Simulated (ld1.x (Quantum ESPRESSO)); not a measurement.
## neodymium (Nd), TM: configuration errors across variants

| Quantity | Value |
| --- | --- |
| Element | neodymium (Nd) |
| Generator | ld1.x (Quantum ESPRESSO) 7.5 |
| Type | norm-conserving Troullier–Martins (Kleinman–Bylander form) |
| Functional | LDA (PZ) |
| Relativity | scalar-relativistic |
| Frozen core | [Kr] 4d10 4f3 |
| Valence charge | 11 |
| Reference configuration | 5s2 5p6 5d1 6s2 6p0 |
| Partial waves | 5s (bound): rc 2.10 bohr; 5p (bound): rc 2.45 bohr; 5d (bound): rc 2.35 bohr |
| Local potential | the d channel |
| Core correction | none |

Occupied shells without a wave of their own: 6s. They enter only through the test configuration that unscreens the potential.

All-electron excitation energies from the reference (eV): (1) 5s2 5p6 5d1 6s1 6p0 6.469; (2) 5s2 5p6 5d1 6s0 6p0 18.173; (3) 5s2 5p6 5d0 6s0 6p0 37.848; (4) 5s2 5p6 5d1 6s1.5 6p0 2.607; (5) 5s2 5p6 5d2 6s1 6p0 1.171; (6) 5s2 5p6 5d1.5 6s1.5 6p0 0.533; (7) 5s2 5p6 5d0 6s2 6p0 6.516.

For the base: The 6s level has no wave, so the channel is fitted at the deeper level alone: the likely source of the large errors.

3 further variants failed, have other tests or too few solved ones, and are left out.

A true bound ghost makes a file unfit for plane-wave use even where its test errors are small: the radial tests pick states by their node count and pass the ghost by.

The file “base” misses its own reference levels by 0.5 eV. The file “wave 5s (bound): rc 2.10 bohr becomes 5s (bound): rc 2.20 bohr” misses its own reference levels by 0.5 eV. The file “wave 5s (bound): rc 2.10 bohr becomes 5s (bound): rc 2.64 bohr” misses its own reference levels by 0.3 eV.

Errors AE − PS in meV (a dash: test not solved or not reliable):

| change | (1) | (2) | (3) | (4) | (5) | (6) | (7) | bound ghosts |
| --- | --- | --- | --- | --- | --- | --- | --- | --- |
| base | +611 | +1589 | +2237 | +267 | +383 | +209 | -5.3 | s |
| wave 5s (bound): rc 2.10 bohr becomes 5s (bound): rc 2.20 bohr | +622 | +1617 | +2279 | +271 | +389 | +213 | -5.7 | none |
| wave 5s (bound): rc 2.10 bohr becomes 5s (bound): rc 2.64 bohr | +429 | +1105 | +1529 | +188 | +273 | +148 | +0.5 | none |
| wave 5s (bound): rc 2.10 bohr becomes 5s (bound): rc 2.92 bohr | +153 | +367 | +449 | +68 | +105 | +56 | +9.5 | none |
| wave 5s (bound): rc 2.10 bohr becomes 5s (bound): rc 3.14 bohr | -92 | -292 | -506 | -37 | -47 | -27 | +14 | none |

**Question.** Give the same row for: wave 5s (bound): rc 2.10 bohr becomes 5s (bound): rc 2.38 bohr.

**Answer.** +602, +1565, +2203, +263, +377, +206, -5.4; bound ghosts: none.
